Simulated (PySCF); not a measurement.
## Static response to an electric field

C6H8O2.
Geometry (GFN2-xTB, Å), atoms numbered from 1 in this order:
```
atom  x, y, z in Å
C1    -2.8181    0.7544    0.0672
C2    -2.1758   -0.5819   -0.0755
C3    -0.8697   -0.8617   -0.0767
C4     0.2078    0.0848    0.0593
C5     1.4882   -0.2859    0.0448
O6     2.4947    0.6493    0.1775
C7     3.7545    0.2325    0.1591
O8     4.1402   -0.8925    0.0366
H9    -2.0941    1.5545    0.1782
H10   -3.4759    0.7544    0.9366
H11   -3.4369    0.9604   -0.8065
H12   -2.8743   -1.4011   -0.1888
H13   -0.5604   -1.8923   -0.1910
H14   -0.0235    1.1323    0.1765
H15    1.8245   -1.3084   -0.0671
H16    4.4112    1.1103    0.2765
```

Level: PBE0/def2-SVPD (PySCF), static field, nuclei fixed, core orbitals frozen in the response. The polarisability tensor in these axes (au):

```
x   154.29  -5.38   1.74
y    -5.38  72.08   2.16
z     1.74   2.16  52.87
```

Q: Diagonalise the tensor; give its mean and Δα, where Δα² is half the sum of the squared differences of the eigenvalues.

A: Principal values 52.58, 72.00 and 154.66 au; mean 93.08 au = 13.79 Å³ = 15.35 × 10⁻⁴⁰ C²·m²/J; Δα = 93.89 au (101 % of the mean).

Q: What is the dipole moment, and where does it point?

A: (-2.03, 1.51, 0.13) D, 2.53 D in size, pointing from the negative to the positive side. Measured along this direction, the outermost atoms are O8 at the negative end and H11 and H10 at the positive end.

Q: What are the principal values of the traceless quadrupole moment, Θ = ½Σq(3rr − r²1), about the centre of nuclear charge?

A: -8.21, -2.27, 10.48 D·Å. The values depend on the origin, since the dipole doesn't vanish. The electronic extent ⟨r²⟩ about the same centre is 1637 bohr², a root-mean-square distance of 2.76 Å for the 60 electrons.

Q: Find the Langevin capture rate constant for H3O+ (19.018 u) meeting this molecule (112.052 u), k = 2.342 × 10⁻⁹ cm³/s × √(α in Å³ / reduced mass in u).

A: The reduced mass is 16.26 u, so k = 2.16 × 10⁻⁹ cm³/s. The formula leaves out the permanent dipole, which adds to the capture rate.

Q: In a dilute gas of rigid molecules at 350 K, how does the orientational term μ²/3kT compare with the electronic polarisability?

A: In Gaussian units μ²/3kT = 44.24 Å³ against 13.79 Å³, a ratio of 3.21; the Debye molar polarisation (4π/3)N_A(α + μ²/3kT) is 146.4 cm³/mol, leaving out the vibrational part.

Isolated species at its GFN2-xTB geometry (one conformer only).
